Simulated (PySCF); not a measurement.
# Relaxation of singlet [ReO2]+

Level of theory: PBE/[Re def2-TZVP with ECP60, O def2-TZVP], scalar-relativistic core potentials, density fitting, no spin–orbit coupling, PySCF. A (50,194) grid was used.

A hand-made end-on start, of Cs symmetry, held to at least that symmetry:

```xyz
3
charge 1 multiplicity 1, angstrom
Re   -0.0915    0.0000   -0.3446
O    -0.0915    0.0000    1.6536
O     1.1613    0.0000    2.3736
```

Optimiser trace:
| step | E − E(last) (kJ/mol) | largest gradient (Eh/bohr) |
| --- | --- | --- |
| 0 | 186.35 | 0.09175 |
| 1 | 72.00 | 0.04605 |
| 2 | 43.44 | 0.05751 |
| 3 | 11.88 | 0.02958 |
| 4 | 5.75 | 0.03480 |
| 5 | 1.73 | 0.01826 |
| 6 | 0.81 | 0.00490 |
| 7 | 0.40 | 0.00394 |
| 8 | 0.08 | 0.00183 |
| 9 | 0.00 | 0.00019 |
| 10 | 0.00 | 0.00002 |

It ends at C∞v with O–O 1.221 Å, Re–O 1.715 Å; O–O–Re 179.9°. No frequency check is given, so it may be a saddle point.

Final geometry:
Z-matrix (Å, degrees; charge 1 multiplicity 1):
```
Re
O  1 1.7150
O  2 1.2214 1 179.93
```

Stability towards spin polarisation was not tested. No spin–orbit coupling is included, which matters more the heavier the element.

The relaxation took 2.4 min on 2 threads of a shared Arm Neoverse V2 host, with 102 basis functions and 12 gradients; the process peaked at 0.48 GiB.
